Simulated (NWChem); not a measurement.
All runs are NWChem calculations. System: C4H6Si, charge 0, spin multiplicity 1, at a geometry optimised with B3LYP/def2-SVP. The structure started from a generated list of species. Level: RHF/def2-TZVP.

NWChem printed:

```
             Northwest Computational Chemistry Package (NWChem) 7.3.0
             --------------------------------------------------------

                                NWChem Input Module
                                -------------------

 Scaling coordinates for geometry "geometry" by  1.889725989
 (inverse scale =  0.529177249)

                             Geometry "geometry" -> ""
                             -------------------------

 Output coordinates in angstroms (scale by  1.889725989 to convert to a.u.)

  No.       Tag          Charge          X              Y              Z
 ---- ---------------- ---------- -------------- -------------- --------------
    1 C                    6.0000    -2.87367900     0.56771400     0.91163400
    2 C                    6.0000    -2.14766500    -0.22545700     0.10416700
    3 C                    6.0000    -0.73210200    -0.16024700    -0.03875300
    4 C                    6.0000     0.48278100    -0.12746300    -0.18200900
    5 Si                  14.0000     2.30186400    -0.06984300    -0.38820500
    6 H                    1.0000    -2.40514400     1.33825700     1.52929500
    7 H                    1.0000    -3.95947800     0.46028500     0.97047200
    8 H                    1.0000    -2.65609900    -0.98736000    -0.50027800
    9 H                    1.0000     2.97002400    -0.34792900     0.91536400
   10 H                    1.0000     2.71685800     1.27994200    -0.86658400
   11 H                    1.0000     2.73174400    -1.09267500    -1.38363100

 Effective nuclear repulsion energy (a.u.)     170.0857089673

            Nuclear Dipole moment (a.u.)
            ----------------------------
        X                 Y               Z
 ---------------- ---------------- ----------------
     0.0000207870     0.0000000000     0.0000037795


 Summary of "ao basis" -> "" (spherical)
 ------------------------------------------------------------------------------
       Tag                 Description            Shells   Functions and Types
 ---------------- ------------------------------  ------  ---------------------
 *                         def2-tzvp                  on all atoms

 Summary of "ao basis" -> "ao basis" (spherical)
 ------------------------------------------------------------------------------
       Tag                 Description            Shells   Functions and Types
 ---------------- ------------------------------  ------  ---------------------
 C                         def2-tzvp                11       31   5s3p2d1f
 Si                        def2-tzvp                13       37   5s5p2d1f
 H                         def2-tzvp                 4        6   3s1p

                                 NWChem SCF Module
                                 -----------------

  ao basis        = "ao basis"
  functions       =   197
  atoms           =    11
  closed shells   =    22
  open shells     =     0
  charge          =   0.00
  wavefunction    = RHF
  use symmetry    = F
  symmetry adapt  = F

 Summary of "ao basis" -> "ao basis" (spherical)
 ------------------------------------------------------------------------------
       Tag                 Description            Shells   Functions and Types
 ---------------- ------------------------------  ------  ---------------------
 C                         def2-tzvp                11       31   5s3p2d1f
 Si                        def2-tzvp                13       37   5s5p2d1f
 H                         def2-tzvp                 4        6   3s1p

 Forming initial guess at       0.2s

      Superposition of Atomic Density Guess
      -------------------------------------

 Sum of atomic energies:        -442.51957850

      Non-variational initial energy
      ------------------------------

 Total energy =    -445.106054
 1-e energy   =    -942.268440
 2-e energy   =     327.076677
 HOMO         =      -0.292379
 LUMO         =      -0.054633

 Starting SCF solution at       6.7s

 ----------------------------------------------
         Quadratically convergent ROHF

 Convergence threshold     :          1.000E-07
 Maximum no. of iterations :          100
 Final Fock-matrix accuracy:          1.000E-09
 ----------------------------------------------

              iter       energy          gnorm     gmax       time
             ----- ------------------- --------- --------- --------
                 1     -443.8221204724  8.03D-01  1.03D-01     13.5
                 2     -443.8836372521  2.62D-01  4.80D-02     20.3
                 3     -443.8910143404  7.68D-03  1.96D-03     42.7
                 4     -443.8910246960  5.48D-05  1.53D-05     83.8
                 5     -443.8910246965  1.45D-07  3.88D-08    149.6
                 6     -443.8910246965  7.13D-09  1.65D-09    159.9

       Final RHF  results
       ------------------

         Total SCF energy =   -443.891024696522
      One-electron energy =   -946.078976520407
      Two-electron energy =    332.102242856577
 Nuclear repulsion energy =    170.085708967308

        Time for solution =    153.2s

             Final eigenvalues
             -----------------

              1
    1  -68.7860
    2  -11.2691
    3  -11.2578
    4  -11.2508
    5  -11.2191
    6   -6.1344
    7   -4.2412
    8   -4.2408
    9   -4.2408
   10   -1.0939
   11   -1.0020
   12   -0.8472
   13   -0.7523
   14   -0.6877
   15   -0.6301
   16   -0.5615
   17   -0.5393
   18   -0.4969
   19   -0.4930
   20   -0.4595
   21   -0.3897
   22   -0.3442
   23    0.0817
   24    0.1261
   25    0.1303
   26    0.1666
   27    0.1673
   28    0.1721
   29    0.1837
   30    0.2064
   31    0.2131
   32    0.2318

                       ROHF Final Molecular Orbital Analysis
                       -------------------------------------

 Vector   20  Occ=2.000000D+00  E=-4.594836D-01
              MO Center= -6.2D-01,  4.7D-02,  1.4D-01, r^2= 5.4D+00
   Bfn.  Coefficient  Atom+Function         Bfn.  Coefficient  Atom+Function
  ----- ------------  ---------------      ----- ------------  ---------------
    39      0.153287   2 C  pz

 Vector   21  Occ=2.000000D+00  E=-3.896589D-01
              MO Center=  3.7D-02, -1.8D-01, -1.7D-01, r^2= 2.6D+00
   Bfn.  Coefficient  Atom+Function         Bfn.  Coefficient  Atom+Function
  ----- ------------  ---------------      ----- ------------  ---------------
   100      0.202046   4 C  py               69      0.197991   3 C  py
    72      0.187879   3 C  py              103      0.187546   4 C  py
   101      0.177388   4 C  pz               70      0.173369   3 C  pz
    73      0.165201   3 C  pz              104      0.164955   4 C  pz

 Vector   22  Occ=2.000000D+00  E=-3.442084D-01
              MO Center= -1.1D+00,  6.9D-02,  2.2D-01, r^2= 4.0D+00
   Bfn.  Coefficient  Atom+Function         Bfn.  Coefficient  Atom+Function
  ----- ------------  ---------------      ----- ------------  ---------------
   101     -0.167667   4 C  pz                8      0.156467   1 C  pz
    11      0.155480   1 C  pz              104     -0.155741   4 C  pz

 Vector   23  Occ=0.000000D+00  E= 8.170924D-02
              MO Center= -1.2D+00,  1.1D-01,  2.7D-01, r^2= 6.0D+00
   Bfn.  Coefficient  Atom+Function         Bfn.  Coefficient  Atom+Function
  ----- ------------  ---------------      ----- ------------  ---------------
    14      0.443733   1 C  pz               13     -0.394772   1 C  py
   182     -0.354703   9 H  s               188      0.348513  10 H  s
    45     -0.342375   2 C  pz              144      0.305427   5 Si pz
    44      0.303282   2 C  py              143     -0.270697   5 Si py
     8      0.160491   1 C  pz

 Vector   24  Occ=0.000000D+00  E= 1.261253D-01
              MO Center=  5.2D-01, -2.1D-01, -2.5D-01, r^2= 9.6D+00
   Bfn.  Coefficient  Atom+Function         Bfn.  Coefficient  Atom+Function
  ----- ------------  ---------------      ----- ------------  ---------------
    98      2.394779   4 C  s                 5      1.461252   1 C  s
   129     -1.292294   5 Si s                36     -1.249722   2 C  s
    74     -1.245710   3 C  px              142      1.235145   5 Si px
   176     -1.126345   8 H  s               143      0.814063   5 Si py
   194      0.758161  11 H  s               170     -0.746129   7 H  s

 Vector   25  Occ=0.000000D+00  E= 1.302573D-01
              MO Center=  2.8D+00,  1.5D-01, -2.6D-01, r^2= 7.0D+00
   Bfn.  Coefficient  Atom+Function         Bfn.  Coefficient  Atom+Function
  ----- ------------  ---------------      ----- ------------  ---------------
    67      3.562280   3 C  s               105      3.247667   4 C  px
   129     -3.124540   5 Si s               142      2.582047   5 Si px
    74      0.733950   3 C  px              144     -0.678060   5 Si pz
   194     -0.666293  11 H  s                 5     -0.623820   1 C  s
   139      0.607316   5 Si px               98      0.597107   4 C  s

------------------------------------------------------------
EAF file 0: "./mol.aoints.0" size=524288 bytes
------------------------------------------------------------
               write      read    awrite     aread      wait
               -----      ----    ------     -----      ----
     calls:        1        26         0         0         0
   data(b): 5.24e+05  1.36e+07  0.00e+00  0.00e+00
   time(s): 0.00e+00  0.00e+00  0.00e+00  0.00e+00  0.00e+00
rate(mb/s): 0.00e+00  0.00e+00
------------------------------------------------------------

 center of mass
 --------------
 x =   0.01254002 y =  -0.01483276 z =  -0.01498617

 moments of inertia (a.u.)
 ------------------
         117.517729854684          73.469344632001         248.238324426577
          73.469344632001        1379.566234515117         -36.176938722896
         248.238324426577         -36.176938722896        1341.250560669196

  Mulliken analysis of the total density
  --------------------------------------

    Atom       Charge   Shell Charges
 -----------   ------   -------------------------------------------------------
    1 C    6     6.20   0.86  1.12  0.50  0.61  0.11  1.21  1.28  0.43  0.02  0.05  0.01
    2 C    6     6.35   0.85  1.12  0.49  0.54  0.34  1.24  1.29  0.37  0.02  0.08  0.01
    3 C    6     6.08   0.86  1.12  0.50  0.79  0.14  1.21  1.12  0.24  0.02  0.06  0.01
    4 C    6     6.10   0.86  1.12  0.48  0.95 -0.22  1.20  1.15  0.52  0.01  0.02  0.01
    5 Si  14    13.55   2.00  0.58  1.39  0.77  0.38  4.12  1.73  0.53  1.37  0.30  0.15  0.19  0.03
    6 H    1     0.86   0.26  0.49  0.09  0.02
    7 H    1     0.86   0.26  0.49  0.08  0.02
    8 H    1     0.86   0.26  0.49  0.09  0.02
    9 H    1     1.05   0.24  0.56  0.24  0.01
   10 H    1     1.05   0.24  0.56  0.24  0.01
   11 H    1     1.05   0.24  0.56  0.24  0.01

       Multipole analysis of the density wrt the origin
       ------------------------------------------------

     L   x y z        total         open         nuclear
     -   - - -        -----         ----         -------
     0   0 0 0      0.000000      0.000000     44.000000

     1   1 0 0     -0.508350      0.000000      0.000021
     1   0 1 0      0.049651      0.000000      0.000000
     1   0 0 1      0.116196      0.000000      0.000004

     2   2 0 0    -23.777020      0.000000    743.492739
     2   1 1 0      0.036253      0.000000    -41.991871
     2   1 0 1     -1.040643      0.000000   -141.183781
     2   0 2 0    -29.610434      0.000000     30.316718
     2   0 1 1      1.524856      0.000000     23.539940
     2   0 0 2    -29.831696      0.000000     51.435157

 Task  times  cpu:      160.0s     wall:      160.0s

 Total times  cpu:      160.0s     wall:      160.0s
```

### Question
Write an NWChem input that would produce this output.

### Answer
Several could match; the one computed here: 
```
start mol
memory heap 200 mb stack 800 mb global 1000 mb
geometry units angstroms nocenter noautoz noautosym
  C     -2.873679     0.567714     0.911634
  C     -2.147665    -0.225457     0.104167
  C     -0.732102    -0.160247    -0.038753
  C      0.482781    -0.127463    -0.182009
  Si     2.301864    -0.069843    -0.388205
  H     -2.405144     1.338257     1.529295
  H     -3.959478     0.460285     0.970472
  H     -2.656099    -0.987360    -0.500278
  H      2.970024    -0.347929     0.915364
  H      2.716858     1.279942    -0.866584
  H      2.731744    -1.092675    -1.383631
end
basis spherical
  * library def2-tzvp
end
scf
  rhf
  nopen 0
  maxiter 100
  thresh 1e-7
  semidirect memsize 60000000 filesize 0
end
task scf energy
```
